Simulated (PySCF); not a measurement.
Al(AsH2)(OH)2 (AlAsH₄O₂), SMILES [OH][Al]([OH])[AsH2]. Atoms are numbered in the order given.

```xyz
8

Al    -1.0313    -0.0137     0.0000
As     1.3742     0.0625     0.0000
H      1.4204    -0.9885     1.1047
H      1.4204    -0.9885    -1.1047
O     -1.8280     0.0027    -1.5023
H     -2.7667     0.0242    -1.6895
O     -1.8280     0.0027     1.5023
H     -2.7667     0.0242     1.6895
```

The structure is a stationary point at PBE0-D3(BJ)/def2-SVP. The structure was generated by enumeration; whether it is a known compound was not checked. One conformer was computed; it need not be the lowest.

All values below come from PySCF with CAM-B3LYP/def2-TZVP.

Symmetry labels are those of the subgroup Cs that the program uses (full group Cs).

Computed valence orbital energies around the gap with their symmetry:
```tsv
orbital	symmetry	energy (eV)
HOMO−7	A"	-15.44
HOMO−6	A'	-11.87
HOMO−5	A"	-11.54
HOMO−4	A'	-11.16
HOMO−3	A"	-10.65
HOMO−2	A"	-10.58
HOMO−1	A'	-10.07
HOMO	A'	-8.57
LUMO	A'	0.40
LUMO+1	A'	0.98
LUMO+2	A"	1.52
LUMO+3	A'	1.94
```
